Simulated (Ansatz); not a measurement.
The cluster Ga₂P₃, relaxed as a doublet with UKS PBE-D4/def2-SVP in Ansatz, starting from the GFN2-xTB geometry. Force threshold 0.02 eV/Å.

The charge 0 doublet is spin-contaminated (final ⟨S²⟩ up to 0.94, 0.75 for a pure state). The relaxation made no stability test and no search for a lower SCF solution. Another isomer (doublet) lies 2.42 eV lower at PBE0-D4/def2-TZVP; other spin states weren't run for this one.

Start:

```xyz
5

Ga    3.0130   -1.0669    0.4932
Ga   -1.3032    0.4220   -0.2288
P     1.1727    0.6765    0.0731
P    -3.3532    1.2679   -0.4580
P     0.4708   -1.2994    0.1205
```

```json
{"step": "1", "energy (eV)": "-132571.6122", "largest force component (eV/Å)": "0.778", "SCF passes": "27"}
{"step": "2", "energy (eV)": "-132571.6827", "largest force component (eV/Å)": "0.349", "SCF passes": "52"}
{"step": "3", "energy (eV)": "-132571.7020", "largest force component (eV/Å)": "0.223", "SCF passes": "38"}
{"step": "4", "energy (eV)": "-132571.7094", "largest force component (eV/Å)": "0.142", "SCF passes": "29"}
{"step": "5", "energy (eV)": "-132571.7112", "largest force component (eV/Å)": "0.028", "SCF passes": "30"}
{"step": "6", "energy (eV)": "-132571.7115", "largest force component (eV/Å)": "0.015", "SCF passes": "23"}
{"step": "7", "energy (eV)": "-132571.7117", "largest force component (eV/Å)": "0.009", "SCF passes": "26"}
```

Force components are those of the run's own axes.

End:

```
atom   x (Å)   y (Å)   z (Å)
 Ga1   2.924  -1.053   0.438
 Ga2  -1.248   0.379  -0.183
  P3   1.203   0.733   0.097
  P4  -3.254   1.203  -0.482
  P5   0.375  -1.262   0.130
```

By distances, no bond broke or formed. The bond that changes most is Ga2–P5, from 2.50 to 2.33 Å (atoms count from 1).

The force fell under the threshold at step 6, but the optimiser went on. No frequencies were taken in this run, so the end may be a saddle point.

Hardware: 4 threads of Arm Neoverse N1 on a shared host. Wall time 21 s.
